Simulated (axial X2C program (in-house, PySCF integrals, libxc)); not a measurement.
## Which molecule has these constants?

Computed with an axial X2C code built on PySCF integrals, spin-free (one-electron X2C) or two-component (2c: spin–orbit coupling with atomic mean-field Coulomb and Gaunt terms, which also bring small scalar terms), in Dyall basis sets with cores contracted in-house; open shells are unrestricted.

A two-component PBE0 calculation in a Dyall 3-zeta basis gave Re = 1.746 Å, ωe = 947.6 cm⁻¹, De = 3.67 eV, Ω = 1/2.

Task: Which molecule is it?
A. BrF⁺
B. BeBr⁺
C. CBr⁺
D. BBr⁺
E. LiBr⁺

Result: D. The others have CBr⁺ 1.692 Å and 990.9 cm⁻¹ (Ω = 0); LiBr⁺ 2.512 Å and 306.9 cm⁻¹ (Ω = 3/2); BeBr⁺ 1.859 Å and 868.8 cm⁻¹ (Ω = 0); BrF⁺ 1.673 Å and 811.6 cm⁻¹ (Ω = 3/2).

Each entry is the lowest single determinant of a limited PBE0 search at one distance. De goes to single-determinant-based atoms at the same level (for ions the charge split of lowest energy) and is withheld (n/a) where an atom does not fit its ground term or J level. Main or longest-lived isotopes. Some light 2c atoms are not at their ground J level, so De misses part of their lowering (0.04 eV or less). The functionals have no current term, which raises determinants with orbital currents. Where the atoms have a lower orbital projection than the molecule, De at mean-field level may be about a tenth of an eV too small.
